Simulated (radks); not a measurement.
Coulomb parameter of the 5d shell of the osmium ion Os3+ in the model configuration [Xe] 4f14 5d3.5 6s1.5, as a second difference U = [E(n + 0.25) + E(n - 0.25) - 2 E(n)] / (0.25)^2 with all orbitals relaxed. "Bare": the charge of the atom changes with n. "Screened": the 6s shell takes up the change at fixed total charge, which measures U(5d,5d) + U(6s,6s) - 2 U(5d,6s). All-electron calculation, Dirac Kohn-Sham, LDA (Slater exchange, Perdew-Wang correlation), spin-unpolarised, spherical densities, point nucleus; open shells are shared between the two j in proportion to 2j + 1. Program: a radial shooting solver on a logarithmic mesh with Libxc functionals.

| case | configuration | E - E(n) (eV) |
|---|---|---|
| start | [Xe] 4f14 5d3.5 6s1.5 | 0.000 |
| bare +0.25 | [Xe] 4f14 5d3.75 6s1.5 | -9.398 |
| bare -0.25 | [Xe] 4f14 5d3.25 6s1.5 | 10.214 |
| screened +0.25 | [Xe] 4f14 5d3.75 6s1.25 | -1.510 |
| screened -0.25 | [Xe] 4f14 5d3.25 6s1.75 | 1.588 |

U(bare) = 13.054 eV, U(screened by 6s) = 1.239 eV.
